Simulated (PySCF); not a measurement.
GeH3, SMILES [GeH3] (connectivity only; charge and spin as stated), charge +1, multiplicity 1. Geometry: PBE-D3(BJ)/def2-TZVPD. The spin state was assumed, not searched. The isomer is the one that the SMILES or the coordinates give; other isomers of the formula were not compared.

These are PBE-D3(BJ)/def2-TZVPD (PySCF) values and carry that method's errors.

Harmonic wavenumbers (cm⁻¹): 773, 821, 821, 2116, 2188, 2188. Rotational constants (GHz): 141.9, 141.9, 70.95; symmetry number 6.

Question: Work out the zero-point energy and the ideal-gas rigid-rotor harmonic-oscillator thermochemistry at 298.15 K and 1 atm.

Answer: ZPE = ½ Σ hcν = ½ × 8907 cm⁻¹ = 12.73 kcal/mol. H − E(el) = 15.25 kcal/mol. Entropy in cal/(mol K): translation 38.89, rotation 12.51, vibration 0.61, total 52.01. G − E(el) = -0.26 kcal/mol. Cp = 9.90 cal/(mol K).
